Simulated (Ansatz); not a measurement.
Geometry optimisation, DFT PBE, scalar-relativistic, plane waves, PAW in Ansatz.

Input:

```yaml
crystal:
  lattice:
    - [6.46, 0.0, 0.0]
    - [3.23, 5.594524, 0.0]
    - [0.0, 0.0, 18.14539]
  atoms:
    - { symbol: Zr, position: [0.0, 0.0, 0.0551104] }
    - { symbol: Zr, position: [0.5, 0.0, 0.0551104] }
    - { symbol: Zr, position: [0.0, 0.5, 0.0551104] }
    - { symbol: Zr, position: [0.5, 0.5, 0.0551104] }
    - { symbol: Zr, position: [-0.1666667, 0.3333333, 0.1968927] }
    - { symbol: Zr, position: [0.3333333, 0.3333333, 0.1968927] }
    - { symbol: Zr, position: [-0.1666667, 0.8333333, 0.1968927] }
    - { symbol: Zr, position: [0.3333333, 0.8333333, 0.1968927] }
    - { symbol: Zr, position: [0.0, 0.0, 0.338675] }
    - { symbol: Zr, position: [0.5, 0.0, 0.338675] }
    - { symbol: Zr, position: [0.0, 0.5, 0.338675] }
    - { symbol: Zr, position: [0.5, 0.5, 0.338675] }
    - { symbol: F, position: [0.0002809, 0.0002155, 0.5232949] }
    - { symbol: H, position: [0.148291, -0.1035009, 0.5453391] }
basis:
  ecutwfc: 420.0
kpoints:
  mp_grid: { grid: [3, 3, 1] }
hamiltonian:
  xc: pbe
scf:
  occupations: { method: fermi_dirac, width: 0.05 }
  lower_state_search: "off"
relax:
  f_tol: 0.03
  max_steps: 60
  adjacent_minimum: "off"
  constraints: [{ sites: [0, 1, 2, 3] }]
output:
  write_density: true
  write_potential: true
  elf: true
  volumetric_format: npy
```

Run as:

```bash
$ ansatz run input.yaml --threads 4 --pin off --max-ram 10240MiB --backend cpu --events-out ev --progress --plain --runs-dir out
```

Task: Where does it end, and by what steps?

Result: The forces met the threshold. Limits of this set-up: coarse k mesh, thin slab, slab without dipole correction, no dispersion correction for a molecule that may bind weakly. After 31 steps the energy has fallen by 3.590 eV; H14 moved furthest, 2.91 Å. Parted: F13–H14 (0.94 → 3.73 Å). Joined: Zr9–F13 (3.35 → 2.27 Å), Zr9–H14 (3.85 → 2.11 Å), Zr10–F13 (4.65 → 2.27 Å), Zr10–H14 (4.60 → 2.11 Å), Zr12–F13 (4.65 → 2.27 Å), Zr12–H14 (4.47 → 2.11 Å).

```
step  energy less start (eV)  largest force component (eV/Å)  accepted
   0                  0.0000                           0.294       yes
   2                 -0.0921                           0.284       yes
   4                 -0.1664                           0.213       yes
   6                 -0.2592                           0.168       yes
   8                 -0.3177                           0.090       yes
  10                 -0.3433                           0.415       yes
  12                 -0.4039                           0.496       yes
  14                 -1.1464                           1.818       yes
  16                 -2.3474                           0.818       yes
  18                 -2.6168                           0.197       yes
  20                 -2.6935                           0.120       yes
  22                 -2.7697                           0.193       yes
  24                 -2.9418                           0.394       yes
  26                 -3.2615                           0.568       yes
  28                 -3.5422                           0.235       yes
  30                 -3.5881                           0.056       yes
  31                 -3.5897                           0.018       yes
```

```xyz
14
Lattice="6.4600 0.0000 0.0000 3.2300 5.5945 0.0000 0.0000 0.0000 18.1454" Properties=species:S:1:pos:R:3
Zr 0.000 0.000 1.000
Zr 3.230 0.000 1.000
Zr 1.615 2.797 1.000
Zr 4.845 2.797 1.000
Zr -0.037 1.844 3.454
Zr 3.268 1.843 3.459
Zr 1.615 4.704 3.454
Zr 4.845 4.662 3.505
Zr 0.055 -0.032 6.083
Zr 3.183 -0.033 6.087
Zr 1.619 2.795 5.880
Zr 4.850 2.854 6.087
F -1.611 0.930 7.284
H 1.618 -0.934 7.183
```

Whether the end is a true minimum wasn't checked by a vibrational analysis.

Run time: 3.4 min on 4 threads of Intel(R) Xeon(R) Platinum 8488C (Sapphire Rapids), on a shared host, peak memory 1.7 GiB.
